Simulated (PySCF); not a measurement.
SiH2Me(NCO), C2H5NOSi.
SMILES: `C[SiH2]N=C=O`

Level of theory: TDDFT wB97X-D/def2-SVPD, vertical, gas phase, core orbitals frozen in the response in PySCF 2.14.0, density-fitted response routines. Geometry: PBE0-D3(BJ)/def2-SVP; no solvent, vibrations or thermal averaging.

Broadening: Gaussians 0.4 eV wide at half height, area fixed by f = 4.319×10⁻⁹ ∫ε dν̃. The width is an assumption, not a result. The curve ends short of the highest state used, and states not computed would add to its high-energy end.

```tsv
E (eV)	ε (L mol⁻¹ cm⁻¹)
6.75	0
6.81	0
6.87	1
6.93	4
6.99	10
7.05	25
7.11	57
7.17	119
7.23	227
7.29	391
7.35	609
7.41	850
7.47	1060
7.53	1179
7.59	1170
7.65	1038
7.71	828
7.77	599
7.83	398
7.89	254
7.95	179
8.01	204
8.07	407
8.13	958
8.19	2125
8.26	4669
8.32	8032
8.38	12212
8.44	16411
8.50	19515
```

Problem. Locate the maxima and give the states behind the curve.

Solution. 164 nm (7.56 eV), ε about 1200, made up of S2 (70%) and S3 (25%) (ε in L mol⁻¹ cm⁻¹; maxima over ε = 5, shares over 10%). At its high-energy end, 8.50 eV, the curve is still rising (ε about 20000, from S6). The states used: S1 7.35 eV (f 0.0008); S2 7.55 eV (f 0.012); S3 7.56 eV (f 0.0044); S4 7.79 eV (f 0.0009); S5 7.83 eV (f 0.0005); S6 8.55 eV (f 0.297); S7 8.70 eV (f 0.0071); S8 8.92 eV (f 0.022); S9 8.96 eV (f 0.0089); S10 9.10 eV (f 0.067).

Problem. Coming from long wavelengths, where does ε first pass 100 L mol⁻¹ cm⁻¹?

Solution. At about 173 nm (7.16 eV), 0.20 eV below S1.

Problem. What would ε be at 7.56 eV, the highest of these maxima, with half the width (0.2 eV)?

Solution. About 2260 L mol⁻¹ cm⁻¹ against 1190, a factor of about 1.9; a lone state at its own centre would give exactly 2.

The vertical ionisation energy (ΔSCF) is 10.74 eV, 1.65 eV above S10.
